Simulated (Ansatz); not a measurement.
```xyz
12

C     0.548    1.863    0.437
O    -0.157    0.919   -0.307
Mo   -0.596   -0.818   -0.413
O     1.223   -1.166   -0.143
F    -0.727   -2.660   -0.255
F    -2.411   -0.728   -0.740
F    -0.455   -0.908   -2.252
Cl   -1.114   -0.701    1.842
H     1.604    1.577    0.454
H     0.146    1.860    1.456
H     0.423    2.843   -0.024
H     1.516   -2.080   -0.056
```

Charge 0, multiplicity 1. Mo: def2 effective core potential.

(1) List the r2SCAN/def2-TZVPP orbital energies in eV (Ansatz). (Estimate.)

Results:

(1) Ansatz gave: Occupied: -2753.19, -666.50, -666.35, -666.31, -518.35, -517.13, -275.67, -254.58, -193.08, -193.01, -193.00, -73.54, -46.70, -46.54, -46.43, -30.72, -30.68, -30.57, -28.31, -26.84, -20.91, -19.08, -14.60, -14.31, -13.39, -13.20, -12.51, -12.33, -12.03, -11.89, -11.55, -11.43, -10.49, -10.41, -10.12, -9.69, -9.49, -9.37, -9.06, -8.97, -8.07, -8.02. Lowest empty: -4.92, -4.82, -4.57, -1.26, -0.27, 0.32, 1.02, 1.49.
